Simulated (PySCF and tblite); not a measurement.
C₉H₁₀, numbered as in [cH:1]1[cH:2][cH:3][c:4]([CH:5]2[CH2:6][CH2:7]2)[cH:8][cH:9]1. Geometries PBE0-D3(BJ)/def2-SVP; weights from CAM-B3LYP-D3(BJ)/def2-SVPD (IEF-PCM, chloroform) energies and GFN2-xTB thermal corrections, with symmetry numbers and mirror pairs. Conformers within 3 kcal/mol (GFN2-xTB free energy) were kept, 8 at most. GIAO shieldings: WP04/pcSseg-1 (IEF-PCM, chloroform). Couplings: B3LYP/pcSseg-1 with pcJ-1 on H (gas phase; spin-dipole term only for pairs with B, N, F, Si or P). Shifts are against TMS (¹H), TMS (¹³C) at the same level. Codes: tblite and PySCF.

Torsions listed: C3–C4–C5–C6.

Two conformers hold nearly all the population. I: -146°; δ(C6/C7) = 15.76 ppm. II: -55°; δ(C6/C7) = 9.05 ppm. The average over the ensemble at 298.15 K is 13.84 ppm.

(1) What populations and free-energy difference follow from a two-state model?

## Answers

(1) p(I) = (13.84 − 9.05)/(15.76 − 9.05) = 0.71, so K = p(II)/p(I) = 0.40 and G(II) − G(I) = −RT ln K = 0.54 kcal/mol. The weights computed directly are 71.4 % and 28.6 %.
